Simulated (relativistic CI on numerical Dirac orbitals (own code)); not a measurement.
**Ni³⁺ in a cubic cluster: L2,3 absorption with charge transfer**

Computed with a charge-transfer multiplet model of a cubic metal-ligand cluster with up to 3 ligand holes, Slater and spin-orbit integrals from Dirac-Coulomb-Breit ions, Slater integrals scaled by 0.7. The ground state mixes d7 with configurations of k ligand holes L, whose averages lie at kΔ + k(k − 1)U_dd/2; a core hole lowers each added d electron by U_cd. 20 K, Lorentzian 0.4 eV and Gaussian 0.3 eV FWHM.

Atomic integrals in eV (Slater integrals scaled, ζ unscaled), ground: F2dd 9.255, F4dd 5.778, zeta_d 0.089; with the core hole: F2dd 9.781, F4dd 6.109, zeta_d 0.114, zeta_core 11.406, F2cd 5.866, G1cd 4.475, G3cd 2.546.

Cluster parameters (eV): Δ = 1.3, U_cd = 7.8, 10Dq = 0.9, 10Dq(ligand) = 1.3, V(eg) = 2.75, V(t2g) = -1.2, final-state hopping factor = 1.

```csv
Case,n_d,d7,d8L,d9L2,d10L3,S
U_dd = 5 eV,7.76,0.35,0.53,0.11,0.00,0.52
U_dd = 6.4 eV,7.72,0.38,0.53,0.09,0.00,0.52
U_dd = 7.1 eV,7.70,0.39,0.53,0.08,0.00,0.52
U_dd = 7.8 eV,7.68,0.39,0.53,0.07,0.00,0.53
U_dd = 8.5 eV,7.67,0.40,0.53,0.07,0.00,0.53
```

Weights, n_d and S are thermal averages at 20 K. Photon energies count from the first peak over 30 % of the highest in each spectrum, which can be another peak from case to case. The parameters are a model scan and need not match a compound or its usual spin state. Peaks in eV (height, largest 100):
- U_dd = 5 eV: 0.0 (100), 7.2 (8), 7.5 (8), 17.4 (57)
- U_dd = 6.4 eV: 0.0 (36), 0.8 (100), 1.4 (76), 3.5 (7), 17.4 (18), 18.3 (58), 19.6 (6)
- U_dd = 7.1 eV: 0.0 (36), 0.9 (100), 1.6 (82), 3.6 (8), 17.4 (18), 18.4 (57), 19.5 (8)
- U_dd = 7.8 eV: 0.0 (38), 0.9 (100), 1.7 (93), 3.7 (9), 17.4 (20), 18.5 (57)
- U_dd = 8.5 eV: 0.0 (40), 1.0 (99), 1.8 (100), 3.8 (10), 17.4 (20), 18.6 (57), 19.4 (17)

For the case U_dd = 6.4 eV, Δ = 1.3 eV is smaller than U_dd = 6.4 eV, the charge-transfer side of the Zaanen-Sawatzky-Allen scheme. With the core hole the configuration with one ligand hole lies at Δ + U_dd − U_cd = -1.5, -0.1, 0.6, 1.3, 2.0 eV from the one without, in the order of the table; where this is negative the screened configuration lies lower, though the effective hopping of about 4.1 eV (from the holes of the mixed ground state) mixes the two strongly wherever it is as large as the gap.
